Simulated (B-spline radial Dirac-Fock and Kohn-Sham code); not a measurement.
# Tb: K-LL lines in intermediate coupling

System: the Tb atom, configuration [Xe] 4f8 5d1 6s2 (not the ground configuration).

Input file task.json (cfg lists n, l and occupation; rrms is the nuclear radius in fm):

```json
{"items": [{
  "Z": 65,
  "q": 0,
  "cfg": [[1, 0, 2], [2, 0, 2], [2, 1, 6], [3, 0, 2], [3, 1, 6], [3, 2, 10], [4, 0, 2], [4, 1, 6], [4, 2, 10], [4, 3, 8], [5, 0, 2], [5, 1, 6], [5, 2, 1], [6, 0, 2]],
  "A": 159,
  "rrms": 5.06,
  "do": ["binding", "quiet", "double"]
}]}
```

Launch: `python xray_run.py task.json out`

Model: relaxed Dirac-Fock hole states (ΔSCF) with Breit and QED corrections and a finite nucleus. Program: an atomic code on a B-spline grid. The two-hole levels come from diagonalising the Coulomb interaction among the jj configurations; intensities are independent-particle Coulomb rates. Kinetic energies are from the vacuum level. No correlation. Open outer shells are spectators and are not coupled to the holes. The rates lack the Breit term, which in heavy atoms raises K-L1L1 and K-L1L2. Labels follow the leading weight; the literature often keeps the label of the LS limit.

```csv
kinetic energy (eV),J,leading jj holes (weight),leading LS term (weight)
34369.7,0,L1L1 (1.00),¹S0 (1.00)
34834.4,1,L1L2 (1.00),³P1 (0.60)
34872.7,0,L1L2 (1.00),³P0 (1.00)
35249.7,0,L2L2 (1.00),³P0 (0.64)
35552.1,1,L1L3 (1.00),¹P1 (0.60)
35620.0,2,L1L3 (1.00),³P2 (1.00)
36007.1,2,L2L3 (1.00),¹D2 (0.69)
36030.0,1,L2L3 (1.00),³P1 (1.00)
36723.5,0,L3L3 (1.00),¹S0 (0.64)
36766.3,2,L3L3 (1.00),³P2 (0.69)
```

The intensity is shared as follows: 36007.1 eV 39.7 %, 34834.4 eV 14.5 %, 36766.3 eV 14.2 %, 35552.1 eV 12.0 %, 34369.7 eV 10.1 %, 35620.0 eV 2.9 %, 35249.7 eV 2.6 %, 36723.5 eV 2.3 %, 34872.7 eV 1.6 %, 36030.0 eV 0.1 %.

The strongest line, by its leading LS label ¹D2, lies at 36007.1 eV. The mean weight of the leading component is 1.00 in jj and 0.79 in LS coupling, so jj labels describe these levels better.

Values without a named source are computed, but for edge energies of neutral atoms, which are taken from tables.
